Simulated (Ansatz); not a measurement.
A run for Ansatz (a first-principles code): R-CCSD(T)/aug-cc-pVTZ on CH4N2 (a complex), monomers drawn apart or pushed together.

Ansatz 0.2 input:
```yaml
crystal:
  periodic: [false, false, false]
  atoms:
    - {symbol: C, position_ang: [0.02467954, -0.04913245, -0.08080792]}
    - {symbol: H, position_ang: [0.96421579, 0.39517783, 0.24492148]}
    - {symbol: H, position_ang: [-0.07877942, -1.04060640, 0.35789737]}
    - {symbol: H, position_ang: [-0.80434320, 0.57914786, 0.24195607]}
    - {symbol: H, position_ang: [0.01840399, -0.12948199, -1.16684915]}
    - {symbol: N, position_ang: [0.07886144, -0.42371889, 3.15795105]}
    - {symbol: N, position_ang: [-0.18549859, 0.63393900, 3.12238718]}
basis:
  gaussian:
    orbitals: aug-cc-pVTZ
magnetization: {spin_polarized: false}
correlation: {method: ccsd_t, electrons: outside_noble_gas}
scf: {lower_state_search: off}
```

Program output:

```
WARN ansatz: RAYON_NUM_THREADS=2 ignored (pool sized by the plan → 2); use --threads N
Functional definition: HF
these checks for a lower state are left out or cut short: stability, starts, cluster_reference, orbital_swaps, neighbouring_geometries, increment
integrals: 1.25 GiB planned
1304 factors; integrals over basis functions are off by at most 9.8e-4 eV
mean field: 0.64 GiB planned
mean field evaluation 1: about -4058.0402 eV, gradient 2.7e1 eV
mean field evaluation 2: about -4058.0541 eV, gradient 2.7e1 eV
mean field evaluation 4: about -4059.8486 eV, gradient 2.0e0 eV
mean field evaluation 8: about -4059.8658 eV, gradient 2.7e-4 eV
mean field -4059.86581261 eV, -149.1973167375 hartree, gradient 3.2e-6 eV, S^2 0.000000; 0 other end points of the search recorded, 0 dependent functions left out
3 core orbitals not correlated
reference -4059.86581261 eV, -149.1973167375 hartree; 9, 9 occupied and 218, 218 virtual orbitals, 1304 factors
second order -15.82237528 eV of doubles, -0.00000000 eV of singles
coupled cluster: 4.03 GiB planned
cycle   1  -15.70858321 eV  change    1.1e-1 eV  update   9.2e-2
cycle   2  -16.19833448 eV  change   -4.9e-1 eV  update   2.8e-2
cycle   3  -16.28857736 eV  change   -9.0e-2 eV  update   1.1e-2
cycle   4  -16.29189272 eV  change   -3.3e-3 eV  update   2.7e-3
cycle   5  -16.29380149 eV  change   -1.9e-3 eV  update   7.8e-4
cycle   6  -16.29392064 eV  change   -1.2e-4 eV  update   1.9e-4
cycle   7  -16.29401008 eV  change   -8.9e-5 eV  update   4.7e-5
cycle   8  -16.29404062 eV  change   -3.1e-5 eV  update   1.6e-5
cycle   9  -16.29404039 eV  change    2.3e-7 eV  update   4.5e-6
perturbative correction -0.70284937 eV, -0.0258292378 hartree
Total energy: -4076.86270236 eV, -149.8219409151 hartree
Checks for a lower state left out: stability, starts, cluster_reference, orbital_swaps, neighbouring_geometries, increment
```

Self-consistency was reached.

Cost: about 100 core-seconds (a rough figure).
